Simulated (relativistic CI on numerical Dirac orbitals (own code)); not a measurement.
**What each ingredient does to the levels of Zr I**

Base calculation: Dirac-Coulomb-Breit CI, orbitals from a KLI potential per configuration, QED by a radiative potential, valence Slater integrals scaled by 0.85, P86 correlation energy added to each configuration.

CI space (outside the closed core [Kr]): 4d2.5s2, 4d3.5s, 4d2.5s.5p, 4d3.5p, 4d4, 4d.5s2.5p, 4d2.5s.5d, 4d2.5s.5f, 4d2.5s.5g, 4d.5s2.6p, 4d3.5d, 4d.5s2.4f, 4d2.5s.6s, 4d2.5p2, 4d.5p3, 5s2.5p2, 5s.5p3, 5s.5p2.5d, 5s.5p2.5f, 5s.5p2.5g, 4d.5s.5p2, 4d.5p2.5d, 4d.5p2.5f, 4d.5p2.5g. Double excitations out of closed p, d and f shells are left out; levels of such configurations are missing from the list, as are those of other unlisted configurations, and high levels can miss mixing partners. These lack a partner that the ground configuration has and come out too high: 4d.5s2.6p, 4d.5s2.4f.

Variants: (1) self-excluded LDA correlation estimate; (2) valence Slater integrals scaled by 0.75; (3) Breit term removed; (4) only the first 3 configurations. Shifts of the energy above 4d2.5s2 3F_2, in cm⁻¹, for the lowest level and the first level of each name with at least 55 % of one term (blank where a level changes its place among those of its configuration and J or its character, or is not in the variant):

| Level | Base | Δ(1) | Δ(2) | Δ(3) | Δ(4) | Measured |
| --- | --- | --- | --- | --- | --- | --- |
| 4d2.5s2 3F_2 | 0.0 | 0.0 | 0.0 | 0.0 | 0.0 | 0.0 |
| 4d2.5s2 3F_3 | 515.0 | -1.1 | -1.7 | +32.1 | -8.0 | 570.4 |
| 4d2.5s2 3F_4 | 1136.9 | -2.7 | -10.1 | +68.2 | -46.8 | 1240.8 |
| 4d2.5s2 3P_0 | 4073.7 | -148.1 | -321.0 | +35.0 | -1032.1 | 4196.9 |
| 4d2.5s2 3P_1 | 4218.2 | -149.1 | -315.9 | +45.4 | -1054.7 | 4376.3 |
| 4d3.5s 5F_1 | 4330.7 | -458.3 | -9.1 | +62.0 | -4178.4 | 4870.5 |
| 4d3.5s 5F_2 | 4452.2 | -458.0 | -10.1 | +71.5 | -4171.1 | 5023.4 |
| 4d3.5s 5F_3 | 4632.6 | -456.7 | -12.0 | +85.7 | -4174.8 | 5249.1 |
| 4d3.5s 5F_4 | 4869.6 | -455.8 | -15.1 | +104.2 | -4148.5 | 5540.5 |
| 4d2.5s2 1D_2 | 5151.9 | -84.1 | -375.5 | +75.0 | -344.2 | 5101.7 |
| 4d3.5s 5F_5 | 5159.0 | -454.6 | -20.0 | +126.3 | -4127.3 | 5888.9 |
| 4d2.5s2 1G_4 | 8428.5 | -89.6 | -822.4 | +53.9 | -590.9 | 8057.3 |
| 4d3.5s 5P_1 | 10740.0 | -449.1 | -638.1 | +86.3 | -3898.6 | 10885.4 |
| 4d3.5s 5P_2 | 10854.8 | -447.6 | -640.4 | +93.2 | -3874.8 | 11016.6 |

Correlation outside the listed configurations is missing or only estimated: errors of thousands of cm⁻¹ between configurations and terms are usual at this charge. Rates and lifetimes follow the computed energies and can be off by large factors. The fine structure of a lone outer electron comes out too small, for d and f at times inverted, and misplaced configurations move strength between like terms. 50 of the 62 excited levels that our extract of the measured tables holds in this range could be paired (the sources list more); they are missed by 1756 cm⁻¹ on average and 8414 at most, and levels without a partner can miss by more. Some levels of the ground configuration have no partner and can miss by 10 % or more.

Measured levels: NIST Handbook of Basic Atomic Spectroscopic Data (Sansonetti and Martin, J. Phys. Chem. Ref. Data 34, 1559 (2005)).

Ionisation energy from the two ground configurations alone: base 5.89 eV; self-excluded LDA correlation estimate 5.984 eV; valence Slater integrals scaled by 0.75 5.939 eV; Breit term removed 5.893 eV. The NIST ASD value (measured) is 6.63413 eV. The gap of more than 2 % comes from missing correlation.

LS names give the leading component of a level, which can be under half, so a name can repeat, a term be missing and a line seem to break the LS rules.
